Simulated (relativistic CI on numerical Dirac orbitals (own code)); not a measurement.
## In V: q coefficients and field-shift factors

Method of calculation: Dirac-Coulomb-Breit CI, orbitals from a KLI potential per configuration, valence Slater integrals scaled by 0.85, P86 correlation energy added to each configuration, derivatives by finite differences, QED left out (own radial code, finite nucleus).

CI space (outside the closed core [Ar] 3d10 4s2): 4p⁶4d⁹, 4p⁶4d⁸5s, 4p⁶4d⁸4f, 4p⁶4d⁸5p, 4p⁵4d¹⁰, 4p⁶4d⁸5d, 4p⁶4d⁷5s², 4p⁶4d⁷5s5p. Levels of other configurations are missing.

With x = (α/α₀)² − 1 an excitation energy changes as ω = ω₀ + qx; K = 2q/ω₀ is the relative enhancement. Terms are leading LS components, so labels can repeat. The field-shift factor is F = δν/δ⟨r²⟩ for the transition from the lowest level.

Lowest level 4p⁶4d⁹ ²D5/2.

| Level | ω₀ (cm⁻¹) | q (cm⁻¹) | K | F (GHz/fm²) |
| --- | --- | --- | --- | --- |
| 4p⁶4d⁹ ²D3/2 | 6914.1 | 6739 | 1.95 | 0.0973 |
| 4p⁶4d⁸5s ⁴F9/2 | 166100.0 | -23780 | -0.286 | 15.5 |
| 4p⁶4d⁸5s ⁴F7/2 | 169646.1 | -21260 | -0.251 | 15.4 |
| 4p⁶4d⁸5s ⁴F5/2 | 173271.7 | -17400 | -0.201 | 15.5 |
| 4p⁶4d⁸5s ⁴F3/2 | 174812.0 | -17410 | -0.199 | 15.5 |
| 4p⁶4d⁸5s ²F7/2 | 177237.3 | -18990 | -0.214 | 14.7 |
| 4p⁶4d⁸5s ²F5/2 | 179832.9 | -22230 | -0.247 | 15.1 |
| 4p⁶4d⁸5s ⁴P5/2 | 184037.0 | -16790 | -0.182 | 15.1 |
| 4p⁶4d⁸5s ⁴P3/2 | 184929.4 | -19640 | -0.212 | 15.4 |
| 4p⁶4d⁸5s ⁴P1/2 | 187384.4 | -18450 | -0.197 | 15.6 |
| 4p⁶4d⁸5s ⁴P3/2 | 188740.3 | -16470 | -0.175 | 15.4 |
| 4p⁶4d⁸5s ²D5/2 | 191666.4 | -12330 | -0.129 | 15.4 |
| 4p⁶4d⁸5s ²G9/2 | 194233.7 | -18250 | -0.188 | 15.3 |

At this charge configurations can still be misplaced by up to about 7 % of their energy.
